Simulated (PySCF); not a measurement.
## Polarisability and C₆ of Be (beryllium, neutral)

[He] 2s2, closed-shell 1S. Computed with PySCF 2.14 in aug-cc-pV5Z (7s6p5d4f3g2h, 127 functions), with the non-relativistic Hamiltonian (point nucleus). Coupled (time-dependent) response in atomic units; α is the mean over directions.

```json
{"method": "UHF", "mean α (bohr³)": "45.63", "C₆ (like pair)": "282.6", "S(−4)": "1434"}
{"method": "PBE", "mean α (bohr³)": "42.92", "C₆ (like pair)": "257.1", "S(−4)": "1283"}
{"method": "PBE0", "mean α (bohr³)": "42.97", "C₆ (like pair)": "258.0", "S(−4)": "1280"}
{"method": "LC-wPBE", "mean α (bohr³)": "42.84", "C₆ (like pair)": "256.7", "S(−4)": "1271"}
{"method": "B97-3", "mean α (bohr³)": "42.40", "C₆ (like pair)": "252.0", "S(−4)": "1254"}
```

S(−4) is the Cauchy moment in α(ω) = α(0) + S(−4) ω² + …

Reference α: 37.74 ± 0.03 bohr³ (recommended; Schwerdtfeger and Nagle, table of static dipole polarizabilities (2023 update)). Published C₆: 227.0 (Chu and Dalgarno (2004); Tang, Norbeck and Certain (1976)).

Hartree-Fock lies above the reference because it lacks correlation, which contracts the outer shell.

α(iu) at B97-3:

```tsv
u (hartree)	α(iu) (bohr³)
0	42.40
0.0500	39.48
0.100	32.76
0.200	19.65
0.300	11.93
0.500	5.453
0.750	2.742
1.00	1.659
1.50	0.8137
2.00	0.4930
3.00	0.2470
5.00	0.1055
```
